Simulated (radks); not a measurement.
The numbers below are computed, except where a source is named.
Task: Coherent X-ray form factor from a spherical all-electron density. Code: a radial shooting solver on a logarithmic mesh with Libxc functionals. Model: scalar-relativistic Kohn-Sham, BLYP, spin-polarised, spherical densities, finite nucleus; Fermi nuclear charge, rms radius of each element as measured or else 0.836 A^(1/3) + 0.57 fm.

| sin(theta)/lambda (1/angstrom) | f0 (electrons) |
|---|---|
| 0.05 | 38.900 |
| 0.1 | 38.603 |
| 0.15 | 38.118 |
| 0.2 | 37.457 |
| 0.25 | 36.640 |
| 0.3 | 35.686 |
| 0.4 | 33.469 |
| 0.5 | 31.006 |
| 0.6 | 28.487 |
| 0.8 | 23.848 |
| 1 | 20.185 |
| 1.25 | 16.904 |
| 1.5 | 14.478 |
| 2 | 10.598 |

The species is in the configuration that NIST lists as its ground one. Which atom or ion scatters so?

Result: The promethium ion Pm22+, [Kr] 4d3. Extrapolating in s^2 from the first two rows gives f0(0) = 39.0, near the electron count 39; among species with that count, the fall with angle is slower the higher Z, and the table is that of Z = 61; from so few rows the species is fixed only to a neighbour or two.
